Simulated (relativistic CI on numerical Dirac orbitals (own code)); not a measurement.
**Gd51+: what numerical and physical settings do to a radial Dirac CI calculation**

Reference input:

```
atom Gd  Z=64  charge=51  electrons=13
nucleus A=158  rms_radius_fm=5.1569
hamiltonian dirac-coulomb  breit=on  qed=on  c_scale=1
orbitals kli  potential=per-configuration
slater_scale 1
correlation none
mixing on
grid step=0.0125 r_max=2.5
scf mixing=0.4 start=green max_iterations=150 tolerance=2e-08 node_fill=0.05
configurations
  [Ne] 3s2 3p
  [Ne] 3s 3p2
  [Ne] 3s2 3d
  [Ne] 3p3
  [Ne] 3s 3p 3d
end
```

Computed lowest total energy -8569.19105 Ha, first excitation 1084007.3 cm⁻¹, 40 SCF steps. Runs with settings changed; * marks those that are bad on purpose (the QED terms keep the true α when c is scaled):

| Changed | Outcome | Lowest level | ΔE (Ha) | First excitation (cm⁻¹) | SCF steps | Message |
| --- | --- | --- | --- | --- | --- | --- |
| speed of light × 2 | converged | 3s2.3p 2P°_1/2 | 321 | 329637.3 | 41 |  |
| SCF mixing 0.1 | converged | 3s2.3p 2P°_1/2 | 9.93e-10 | 1084007.3 | 48 |  |
| Breit term off | converged | 3s2.3p 2P°_1/2 | -8.55 | 1063623.2 | 40 |  |
| SCF mixing 0.2, Breit term off, end of the grid at 7.5 bohr | converged | 3s2.3p 2P°_1/2 | -8.55 | 1063623.2 | 45 |  |
| iteration limit 1 * | not converged |  |  |  | 1 | SCF of 1s2 2s2 2p6 3s2 3p did not converge |
| SCF mixing 2.5 * | converged | 3s2.3p 2P°_1/2 | -1.03e-09 | 1084007.3 | 47 |  |
